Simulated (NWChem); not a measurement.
# GaNH4; SMILES [NH2][GaH2]

```xyz
6

Ga     0.0000     0.0000     0.3919
H      0.0000    -1.3966     1.0975
H      0.0000     1.3966     1.0975
N      0.0000     0.0000    -1.4191
H      0.0000    -0.8367    -1.9902
H      0.0000     0.8367    -1.9902
```
Atoms are numbered in this order, from 1.

Results from NWChem. Geometry: optimised at PBE0/def2-SVP. GIAO values for the isolated, static molecule; σ is the absolute isotropic shielding, δ = σ(reference) − σ with the isolated reference molecule computed at the same levels (1H: tetramethylsilane, 15N: ammonia).

```
level          σ Ga1 (ppm)  δ H2 (ppm)  δ N4 (ppm)  δ H5 (ppm)
-------------  -----------  ----------  ----------  ----------
PBE/pcSseg-1             …           …           …           …
PBE0/pcSseg-1       1312.9        5.11        77.5        2.68
KT2/pcSseg-1        1310.2        5.25        89.8        3.19
```

Question: Fill in the missing entries.

Answer: 
- PBE/pcSseg-1, σ Ga1 (ppm): 1244.9
- PBE/pcSseg-1, δ H2 (ppm): 5.33
- PBE/pcSseg-1, δ N4 (ppm): 92.5
- PBE/pcSseg-1, δ H5 (ppm): 3.12
